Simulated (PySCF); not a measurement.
# One molecule, several mistakes: BCH8NSi

Calculated results; nothing here was measured. The program is PySCF 2.14.0, an open-source quantum chemistry code, run on an isolated molecule that a program drew, which may never have been made. The molecule is BCH8NSi (charge 0, singlet), drawn as the SMILES string `BC[SiH2]N`.

Each row is a Hartree-Fock (HF) and frozen-core CCSD(T) single point in the cc-pV(D+d)Z basis, meant for a local HF minimum. Run 1 is clean. Each other run has one planted mistake out of seven kinds, and not every kind appears here: one electron removed, one electron added, multiplicity raised by two, geometry at a saddle point, minimal basis STO-3G, one bond length entered in bohr, all coordinates scaled. The reference is restricted for singlets and unrestricted otherwise, and also for a bond in bohr. Adding or removing an electron swaps singlet and doublet. Electrons count all cores. HOMO and LUMO are orbital energies over both spins, the gradient is its largest component, and the lowest frequency (negative if imaginary) is given only where the gradient is small. Bond lengths are over the 11 bonds as drawn. T1 is the CCSD diagnostic: over 0.02 (restricted) or 0.045 (unrestricted) a single reference is doubtful.

Geometry of the clean run:
```xyz
12
BCH8NSi, angstrom
B     0.4642   -1.2875   -1.1988
C     0.2958   -0.9094    0.3017
Si   -1.3103    0.0390    0.6192
N    -1.2732    1.5535   -0.2061
H     0.9721   -0.5208   -1.9758
H     0.0422   -2.3287   -1.6280
H     0.2306   -1.7908    0.9494
H     1.0888   -0.2466    0.6627
H    -1.4364    0.3401    2.0633
H    -2.4536   -0.8397    0.2523
H    -1.1293    1.5744   -1.1991
H    -1.9468    2.2517    0.0506
```

| run | electrons | basis functions | <S^2> | HOMO (eV) | LUMO (eV) | gradient (hartree/bohr) | lowest frequency (cm^-1) | mean bond (Å) | longest bond (Å) | T1 | HF (hartree) | CCSD(T) (hartree) | mistake |
|---|---|---|---|---|---|---|---|---|---|---|---|---|---|
| 1 | 40 | 105 | 0.000 | -10.77 | 2.40 | 9.6e-06 | 87 | 1.3406 | 1.892 | 0.0107 | -410.61996 | -411.19584 | no fault |
| 2 | 40 | 105 | 0.790 | -8.66 | 1.70 | 1.3e-02 | - | 1.4603 | 2.798 | 0.0464 | -410.50456 | -411.07340 | one bond length entered in bohr |
| 3 | 41 | 105 | 0.761 | 0.61 | 8.45 | 2.9e-02 | - | 1.3406 | 1.892 | 0.0125 | -410.56253 | -411.15988 | one electron added |
| 4 | 39 | 105 | 0.763 | -16.56 | -6.57 | 9.3e-02 | - | 1.3406 | 1.892 | 0.0300 | -410.30485 | -410.84412 | ? |
| 5 | 40 | 105 | 0.000 | -10.80 | 2.45 | 1.1e-02 | - | 1.3258 | 1.871 | 0.0105 | -410.61864 | -411.19280 | ? |

**Which mistake was planted in run 4, and what did it cost?**

It counts 39 electrons, one fewer than the clean run, at the same geometry and basis. So the mistake is: one electron removed. Subtracting run 1 and multiplying by 627.51 kcal/mol a hartree, the energy moved by 197.7 kcal/mol in HF and 220.7 kcal/mol in CCSD(T).

**Which mistake was planted in run 5, and what did it cost?**

The mean and the longest bond both change by the same factor, 0.989, and the gradient is no longer small. So the mistake is: all coordinates scaled. Subtracting run 1 and multiplying by 627.51 kcal/mol a hartree, the energy moved by 0.8 kcal/mol in HF and 1.9 kcal/mol in CCSD(T).

Cautions from the logs. Run 2: T1 is over the limit, so its CCSD(T) energy is less reliable; run 3: the HOMO is above zero, so the electron isn't bound and the energy depends on the basis.
